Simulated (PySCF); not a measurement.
Computed structure and properties of DyOCl

System: DyOCl (singlet in the valence; each metal's 4f electrons, 9 of them, lie in its core potential, out of spins and levels); start: template (Cs). Method: PySCF 2.14.0, RKS PBE0, Dy lcecp-1-SVP with ECP55, O def2-SVP, Cl def2-SVP; non-relativistic Hamiltonian with scalar-relativistic core potentials where named; density fitting; no spin-orbit coupling.

Input of the relaxation:

```python
mol = gto.M(atom='''
Dy     0.26476     0.00000    -0.22863
O      1.91796     0.00000     0.51117
Cl    -2.11844     0.00000     0.83797''',
    basis={'Dy': 'lcecp-1-SVP', 'O': 'def2-SVP', 'Cl': 'def2-SVP'},
    ecp={'Dy': 'lcecp-1-SVP'},
    charge=0, spin=0)
mf = dft.RKS(mol, xc='PBE0')
mf.grids.atom_grid = (50, 194)  # f atoms: unpruned, at least (60, 302)
mf = mf.density_fit()  # fitting sets: Dy AutoAux, O def2-universal-JKFIT, Cl def2-universal-JKFIT
mf.conv_tol = 1e-08; mf.max_cycle = 55
mf.kernel(dm0)  # dm0: converged density of the start geometry
# quasi-Newton relaxation in Cartesian coordinates to a largest gradient under 0.00045 Eh/bohr, steps kept in the point group
```

Run from Python with OMP_NUM_THREADS=2; the lines above give its settings. Where DIIS fails, smearing, a level shift and second-order steps follow.
It took 8.7 s on 2 threads of Arm Neoverse V1 (shared host), from the converged density of the start.

Course of the relaxation:

```csv
step,energy above end (eV),largest force component within the symmetry (eV/Å)
0,0.0973,0.694
1,0.0592,0.410
2,0.0109,0.748
3,0.0035,0.318
4,0.0001,0.038
5,0.0000,0.004
```

Relaxed geometry (Cs):

```xyz
3

Dy    0.2432    0.0000   -0.3887
O     1.7476    0.0000    0.6236
Cl   -1.9265    0.0000    0.8855
```

| contact | Å |
| --- | --- |
| Dy1–O2 (O) | 1.813 |
| Dy1–Cl3 (Cl) | 2.516 |

On the finer grid (75, 302):

| Property | Result |
| --- | --- |
| HOMO | -7.02 eV |
| LUMO | -2.56 eV |
| Dipole about the centre of mass | 7.47 D |
| Set of Mulliken populations of Dy1 outside the core potential | s 2.18, p 6.26, d 1.68, f 0.07 |
| D3(BJ) dispersion energy (not in the energies) | -0.050 eV |

```tsv
atom	Mulliken (e)	Löwdin (e)	spin (e)
Dy1	0.81	0.45	0.00
O2	-0.42	-0.35	0.00
Cl3	-0.39	-0.09	0.00
```

The 4f levels lie in the core potential and are missing. Their spin isn't counted.

On the grid (50, 194), as all that follows. Harmonic modes: a minimum; lowest 141 cm⁻¹ (negative: unstable), highest 850 cm⁻¹, zero-point energy 0.082 eV.

Rigid scan of O along the line from its metal:

| distance to O2 (Å) | energy (eV) |
| --- | --- |
| 1.51 | 2.746 |
| 1.61 | 1.046 |
| 1.71 | 0.225 |
| 1.81 | 0.000 |
| 1.91 | 0.166 |
| 2.01 | 0.580 |
| 2.11 | 1.140 |
| 2.26 | 2.114 |

Taking off one Cl (charge -1, singlet; the rest: singlet) in vacuum, both parts rigid, costs 8.48 eV; the small basis without counterpoise inflates it. Most of it is the attraction of opposite charges; other ways to part are cheaper, and one spin state was tried for the rest.

Rigid scan of Cl along the line from its metal:

distance to Cl3 (Å), energy (eV) and a bar:
```
     2.22      0.723 #######
     2.32      0.281 ###
     2.42      0.062 #
     2.52      0.000 
     2.62      0.048 
     2.72      0.170 ##
     2.92      0.544 #####
     3.22      1.228 ############
     3.62      2.109 #####################
     4.12      2.995 ##############################
```

One start shape was tried, so this needn't be the lowest isomer.

An lcecp potential fixes the number of 4f electrons, so in runs with it no electron can move into or out of that shell.
